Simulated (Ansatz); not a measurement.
Relaxation of ClFGeH₃ (6 atoms, charge 0, multiplicity 2), to a largest force component of 0.03 eV/Å in at most 50 steps.

All numbers below come from UKS PBE0-D4/def2-SVP in Ansatz 0.2.0.

```xyz
6
Properties=species:S:1:pos:R:3
Ge -0.001 0.000 -0.089
Cl -0.028 0.000 2.116
H 1.465 0.000 -0.537
H -0.727 1.266 -0.557
H -0.727 -1.266 -0.557
F 0.020 0.000 4.815
```

Problem. Where does it end, and by what steps?

Solution. It converged. After 15 steps the energy has fallen by 0.357 eV; F6 moved furthest, 1.88 Å.

| step | energy less start (eV) | largest force component (eV/Å) | accepted |
| --- | --- | --- | --- |
| 0 | 0.0000 | 0.473 | yes |
| 1 | -0.0104 | 0.157 | yes |
| 2 | -0.0155 | 0.059 | yes |
| 3 | -0.0190 | 0.151 | yes |
| 4 | -0.0218 | 0.052 | yes |
| 5 | -0.0353 | 0.116 | yes |
| 6 | -0.0576 | 0.225 | yes |
| 7 | -0.1100 | 0.204 | yes |
| 8 | -0.1578 | 0.210 | yes |
| 9 | -0.2035 | 0.226 | yes |
| 10 | -0.2408 | 0.210 | yes |
| 11 | -0.2777 | 0.175 | yes |
| 12 | -0.3115 | 0.152 | yes |
| 13 | -0.3412 | 0.113 | yes |
| 14 | -0.3564 | 0.060 | yes |
| 15 | -0.3567 | 0.006 | yes |

```xyz
6
Properties=species:S:1:pos:R:3
Ge -0.072 0.000 0.251
Cl -1.164 0.000 2.158
H 1.415 0.000 0.586
H -0.532 1.269 -0.476
H -0.532 -1.269 -0.476
F 0.886 0.000 3.149
```

Whether the end is a true minimum wasn't checked by a vibrational analysis.

Run time: 54 s on 2 threads of Arm Neoverse V2, with other jobs on the host, peak memory 0.26 GiB.
